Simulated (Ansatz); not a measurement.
A geometry relaxed with Ansatz (a first-principles code) with B3LYP-D3(BJ)/def2-TZVP, charge 0, multiplicity 1:

```xyz
7

F     -1.1948    -0.1849     1.2275
H      1.5512    -0.5215     0.8632
F     -1.2447     1.0601    -0.5430
B      0.9649     0.0713     0.0228
C     -0.6302    -0.0046     0.0147
H      1.5029     0.6750    -0.8418
F     -0.9492    -1.0955    -0.7434
```

Question: Write the SMILES of this molecule.

Answer: `BC(F)(F)F`
